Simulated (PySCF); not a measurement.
B(F)(Br)(Me), SMILES CB(F)Br (CAM-B3LYP/def2-SVP optimised geometry):

```
7

B     -0.011     0.390     0.000
F     -0.592     1.570     0.000
Br     1.915     0.390     0.000
C     -0.833    -0.931    -0.007
H     -0.542    -1.570     0.841
H     -0.603    -1.509    -0.917
H     -1.915    -0.745     0.034
```

Computed with CAM-B3LYP/def2-TZVP (PySCF 2.14.0).

Task: What are the frontier orbital energies and the dipole moment?

Result: HOMO-2 -11.16 eV, HOMO-1 -10.23 eV, HOMO -9.85 eV, LUMO 0.48 eV, LUMO+1 1.41 eV; dipole moment 1.68 D.

On the same geometry PBE/def2-TZVP (PySCF) gives HOMO-2 -8.26 eV, HOMO-1 -7.61 eV, HOMO -7.17 eV, LUMO -1.67 eV, LUMO+1 0.00 eV; dipole moment 1.57 D.

Meta-Löwdin charges at CAM-B3LYP/def2-TZVP: B1 0.43, F2 -0.27, Br3 -0.11, C4 -0.48, H5 0.15, H6 0.15, H7 0.13.
